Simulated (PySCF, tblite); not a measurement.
Isomers of C5H7FNO2 (doublet state), one GFN2-xTB conformer each. Single-point energies are computed at B3LYP/pcH-1 (PySCF, gas phase, no added dispersion term), electronic only. GFN2-xTB treats the open shell by occupation alone, and not every SCF solution was tested for stability.

```csv
SMILES,GFN2-xTB relative energy (kcal/mol)
CO[C]1NC(=O)C[C@H]1F,0.0
CO[C@@H]1NC(=O)C[C]1F,13.0
```

Conformers: `[CH3:1][O:2][C:3]1[NH:4][C:5](=[O:6])[CH2:7][C@H:8]1[F:9]` (doublet state) with C1–O2–C3–N4 -164°; `[CH3:1][O:2][C@@H:3]1[NH:4][C:5](=[O:6])[CH2:7][C:8]1[F:9]` (doublet state) with C1–O2–C3–N4 179°.

Q: What does B3LYP/pcH-1 give for the same structures?

A: 
```tsv
SMILES	B3LYP/pcH-1 E (Eh)	B3LYP/pcH-1 (kcal/mol)	GFN2-xTB (kcal/mol)	point group
CO[C]1NC(=O)C[C@H]1F	-499.76523	0.0	0.0	C1
CO[C@@H]1NC(=O)C[C]1F	-499.75685	5.3	13.0	C1
```

Both levels put the same isomer lowest. 

Q: What happens when harmonic zero-point energies from GFN2-xTB frequencies are added?

A: 
```tsv
SMILES	ZPE (kcal/mol)	electronic (kcal/mol)	with ZPE (kcal/mol)
CO[C]1NC(=O)C[C@H]1F	73.3	0.0	0.0
CO[C@@H]1NC(=O)C[C]1F	73.2	5.3	5.2
```

The zero-point energies span 0.1 kcal/mol. The order is unchanged.

Q: As an exercise, what shares would exp(−E/RT) give at 2000 K from these electronic energies alone (no entropy, no degeneracies)?

A: RT = 3.974 kcal/mol: CO[C]1NC(=O)C[C@H]1F 79.0 %, CO[C@@H]1NC(=O)C[C]1F 21.0 %.
